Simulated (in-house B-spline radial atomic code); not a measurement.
How numerical settings move a run on V IV (V3+), [Ar] 3d2. Computed with an all-electron radial atomic-structure program (B-spline basis): scalar-relativistic (X2C) BP86, spin-polarised, spherical fractional occupations, Fermi nucleus of rms radius 3.6002 fm.

Command:
```bash
python run_scf.py task.json out
```
Settings of the sound reference run:
```
Z                23
electrons        20
configuration    [Ar] 3d2
hamiltonian      x2c
method           b88,p86
spin_polarised   True
nucleus          fermi
rms_radius       3.6002
mass_number      51
atomic_mass      50.94396
speed_of_light   137.036
knot_spacing     0.22
spline_order     8
gauss_points     12
box_radius       16.22
max_iterations   70
damping          0.5
damped_steps     3
diis_vectors     10
tolerance        1e-08
start            Thomas-Fermi
```

Time taken, with all properties: 0.37 s on 1 thread of Arm Neoverse N1, with other jobs on the host.

It converges in 10 iterations to -947.405292 hartree, with 3d up at -37.89 eV. The other runs change the listed settings, some to values that make no sense; their results aren't properties of the atom or ion. Radii are in bohr (the nuclear one in fm), a minus after a letter asks for a j subshell, and «unchanged» means within 1e-8 hartree. The run stops when the residual is below 10 × tolerance × max(1, Z/10), or a noise floor if that is larger, and the energy moves by less than 1e-8 × √|E| hartree; so very loose and very tight tolerances often act alike.

| changed settings | outcome |
| --- | --- |
| diis_vectors = 1 | converged in 39 iterations, energy unchanged, 3d up level -1.3e-05 eV |
| first_knot = 0.013, max_iterations = 3, damped_steps = 0, start = bare nucleus | not converged after 3 iterations, last residual 2.9e-01, last energy +2.02e+00 hartree from the reference |
| tolerance = 1e-13 | converged in 10 iterations, energy unchanged |
| hamiltonian = dirac, method = hf, spin_polarised = False, speed_of_light = 11.49732 | stopped with error: Z/c is past the critical charge |
| damping = 0.2 | converged in 9 iterations, energy unchanged, 3d up level -4.6e-07 eV |
| knot_spacing = 0.4, max_iterations = 75, damping = 0.2 | converged in 10 iterations, energy +1.94e-04 hartree from the reference, 3d up level -5.1e-05 eV |
| gauss_points = 8, box_radius = 3.24, max_iterations = 60, damped_steps = 0, diis_vectors = 2 | converged in 12 iterations, energy +3.69e-02 hartree from the reference, 3d up level +1.1e+00 eV (the program warns: 3d up reaches the box edge; 3s up reaches the box edge) |
| first_knot = 0.0435, max_iterations = 75, damped_steps = 8, start = bare nucleus | converged in 14 iterations, energy +6.91e-02 hartree from the reference, 3d up level -5.8e-04 eV |
| diis_vectors = 2 | converged in 12 iterations, energy unchanged, 3d up level -1.1e-06 eV |
| damping = 0.8 | converged in 10 iterations, energy unchanged, 3d up level -6.0e-06 eV |
| box_radius = 4.87, max_iterations = 100, diis_vectors = 20 | converged in 10 iterations, energy +4.84e-04 hartree from the reference, 3d up level +2.9e-02 eV (the program warns: 3d up reaches the box edge; 3s down reaches the box edge) |
| electrons = 29, configuration = [Ar] 3d11, max_iterations = 75 | stopped with error: shell 3d holds at most 5 electrons (per spin) |

What happens with diis_vectors = 0?

Converged in 21 iterations, energy unchanged, 3d up level +1.2e-06 eV.

What happens with diis_vectors = 4?

Converged in 10 iterations, energy unchanged, 3d up level +1.1e-06 eV.

What happens with tolerance = 1e-06?

Converged in 8 iterations, energy unchanged, 3d up level -3.9e-04 eV.

What happens with damping = 0.95?

Converged in 11 iterations, energy unchanged.
